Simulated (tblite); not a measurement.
Q: Give a GFN2-xTB geometry of InChI=1S/C8H14NP/c1-5-7-10-8(6-2)9(3)4/h6H2,1-4H3.

A: 
```xyz
24
C8H14NP angstrom
C      4.4173   -0.1810   -0.8595
C      3.1624    0.4573   -0.5239
C      2.0732    0.8921   -0.2314
P      0.6645    1.8890    0.0937
C     -0.6652    0.8122   -0.0105
C     -2.0038    1.5065    0.0383
C     -2.7823    1.1471    1.3037
N     -0.6555   -0.5490   -0.0712
C      0.4129   -1.3402    0.4761
C     -1.6932   -1.3286   -0.6957
H      5.1915    0.1221   -0.1538
H      4.7267    0.1062   -1.8654
H      4.3114   -1.2663   -0.8209
H     -2.6075    1.2760   -0.8438
H     -1.8202    2.5840    0.0280
H     -3.0031    0.0838    1.3412
H     -2.1993    1.4074    2.1844
H     -3.7214    1.6949    1.3359
H      0.9833   -0.7494    1.1889
H      1.0933   -1.7048   -0.2999
H     -0.0177   -2.2012    0.9955
H     -2.3386   -0.7054   -1.3072
H     -2.3071   -1.8514    0.0474
H     -1.2333   -2.0815   -1.3427
```

Orientation and origin are arbitrary. Atoms count from 1 in this order. The 4 C–C bonds span 1.209 Å (C2≡C3, drawn triple) to 1.529 Å (C6–C7, drawn single), a spread of 0.320 Å. The 3 C–N bonds span 1.363 Å (C5–N8, drawn single) to 1.440 Å (N8–C10, drawn single), a spread of 0.077 Å. C3 (alkyne carbon) is bent (angle 166.4°). P4 (phosphorus bonded to 2 C) is bent (angle 104.7°).

Bonds between heavy atoms (Å): C1–C2 1.447, C2≡C3 1.209, C3–P4 1.756, P4=C5 1.714, C5–C6 1.509, C6–C7 1.529, C5–N8 1.363, N8–C9 1.438, N8–C10 1.440.

The geometry is computed with GFN2-xTB (gas phase).

Point group: C1 (no symmetry element, even within 0.4 Å). Its GFN2-xTB frequencies are all real (lowest 21 cm⁻¹). One conformer, not necessarily the lowest (P4–C5–C6–C7 -114°). 2 starts were optimised and ended at 0.00 and 0.46 kcal/mol (GFN2-xTB); the lowest of these is shown.

The run took 1.3 s wall on an Arm Neoverse V2 with one thread, shared host with 48 logical CPUs at a one-minute load of 10. These figures are those of the optimisation.
